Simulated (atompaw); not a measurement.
# An all-electron radial function and its pseudo partner (antimony (Sb))

Columns: radius, all-electron u(r) and pseudo u(r) of the 5p shell (level -4.84 eV) of antimony in the configuration [Kr] 4d10 5s2 5p3; PBEsol, scalar-relativistic, PAW (atompaw) scheme, atompaw 4.2.0.5.

```json
{"r (bohr)": "0.100", "all-electron": "-0.0676", "pseudo": "0.0042"}
{"r (bohr)": "0.200", "all-electron": "0.1605", "pseudo": "0.0168"}
{"r (bohr)": "0.300", "all-electron": "0.1376", "pseudo": "0.0374"}
{"r (bohr)": "0.400", "all-electron": "-0.0311", "pseudo": "0.0652"}
{"r (bohr)": "0.500", "all-electron": "-0.1891", "pseudo": "0.0994"}
{"r (bohr)": "0.600", "all-electron": "-0.2739", "pseudo": "0.1390"}
{"r (bohr)": "0.700", "all-electron": "-0.2819", "pseudo": "0.1827"}
{"r (bohr)": "0.800", "all-electron": "-0.2319", "pseudo": "0.2293"}
{"r (bohr)": "0.900", "all-electron": "-0.1466", "pseudo": "0.2774"}
{"r (bohr)": "1.000", "all-electron": "-0.0443", "pseudo": "0.3257"}
{"r (bohr)": "1.100", "all-electron": "0.0622", "pseudo": "0.3732"}
{"r (bohr)": "1.200", "all-electron": "0.1649", "pseudo": "0.4186"}
{"r (bohr)": "1.300", "all-electron": "0.2590", "pseudo": "0.4610"}
{"r (bohr)": "1.400", "all-electron": "0.3424", "pseudo": "0.4997"}
{"r (bohr)": "1.500", "all-electron": "0.4142", "pseudo": "0.5342"}
{"r (bohr)": "1.600", "all-electron": "0.4746", "pseudo": "0.5641"}
{"r (bohr)": "1.700", "all-electron": "0.5241", "pseudo": "0.5891"}
{"r (bohr)": "1.800", "all-electron": "0.5636", "pseudo": "0.6095"}
{"r (bohr)": "1.900", "all-electron": "0.5942", "pseudo": "0.6252"}
{"r (bohr)": "2.000", "all-electron": "0.6168", "pseudo": "0.6366"}
{"r (bohr)": "2.100", "all-electron": "0.6324", "pseudo": "0.6441"}
{"r (bohr)": "2.200", "all-electron": "0.6418", "pseudo": "0.6480"}
{"r (bohr)": "2.300", "all-electron": "0.6458", "pseudo": "0.6486"}
{"r (bohr)": "2.400", "all-electron": "0.6454", "pseudo": "0.6462"}
{"r (bohr)": "2.500", "all-electron": "0.6411", "pseudo": "0.6412"}
{"r (bohr)": "2.600", "all-electron": "0.6335", "pseudo": "0.6335"}
```

(1) How many radial nodes do the two functions have?

(2) Where does each function peak?

(3) Is the pseudo-wave norm-conserving?

Results:

(1) The all-electron 5p function has n − l − 1 = 3; the pseudo-wave has 0, since the states of the same l below it are removed with the core.

(2) Outermost all-electron maximum near 2.30 bohr, pseudo maximum near 2.30 bohr (to the table’s step).

(3) No, it belongs to a PAW set: the norm inside the radius is not constrained, and the difference is carried by the augmentation charge.
